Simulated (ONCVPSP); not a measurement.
## Fe (Z = 26), ONCV: configuration errors across variants

```json
{
  "Element": "iron",
  "Generator": "ONCVPSP 4.0.1",
  "Type": "optimised norm-conserving Vanderbilt (ONCV)",
  "Functional": "PBE",
  "Relativity": "fully relativistic",
  "Frozen core": "[Ar]",
  "Valence charge": "8",
  "Reference configuration": "3d6 4s1 (charge +1)",
  "Partial waves": "4s: rc 2.30 bohr, ncon 5, nbas 9, qcut 2.8 1/bohr, 2 projectors, debl 3.8 Ha; p scattering state at 0.19 Ha: rc 2.00 bohr, ncon 4, nbas 9, qcut 4.8 1/bohr, 2 projectors, debl 1.8 Ha; 3d: rc 1.90 bohr, ncon 4, nbas 8, qcut 6.7 1/bohr, 2 projectors, debl 3.2 Ha",
  "Local potential": "polynomial inside 1.55 bohr (lpopt 5, dvloc0 -1 Ha)",
  "Core correction": "polynomial model core, fcfact 0.55"
}
```

Open shells are filled in proportion to 2j + 1.

In the p channel the program set the typed energies aside and used 0.050, 1.850 Ha (j = l + 1/2; the other j can differ).

All-electron excitation energies from the reference (eV): (1) 3d6 4s2 -8.729; (2) 3d6 4s0 16.203; (3) 3d5 4s0 50.426; (4) 3d6.5 4s1.5 -9.457.

4 further variants failed, have other tests or another functional or relativity, and are left out.

A true bound ghost makes a file unfit for plane-wave use even where its test errors are small: the radial tests pick states by their node count and pass the ghost by.

Errors AE − PS in meV (a dash: test not solved or not reliable):

```csv
change,(1),(2),(3),(4),bound ghosts,GHOST(+) flags above zero
base,-2.4,-12,+35,+1.9,p1/2,"s, p3/2"
"d: ncon 5, nbas 9",-2.0,-8.9,-13,-1.9,p1/2,"s, p3/2"
s: qcut 2,-1.2,-10,+7.8,+1.4,p1/2,"s, p3/2"
"local potential polynomial inside 1.55 bohr (lpopt 5, dvloc0 -2 Ha)",-2.2,-12,+36,+2.3,p1/2,"s, p3/2"
"local potential polynomial inside 1.35 bohr (lpopt 5, dvloc0 0 Ha)",-2.3,-12,+35,+1.9,p1/2,"s, p3/2"
s: rc 3.02,-1.5,-22,-62,+4.4,p1/2,"s, p3/2"
"core correction polynomial model core, fcfact 0.4",-2.0,-11,+42,+2.2,p1/2,"s, p3/2"
d: nproj 3,-2.2,-12,+39,+2.7,p1/2,"s, p3/2"
```

Q: Give the same row for: d: qcut 10.2.

A: -3.8, -10, -87, -6.9; bound ghosts: p1/2; GHOST(+) flags above zero: s, p3/2.
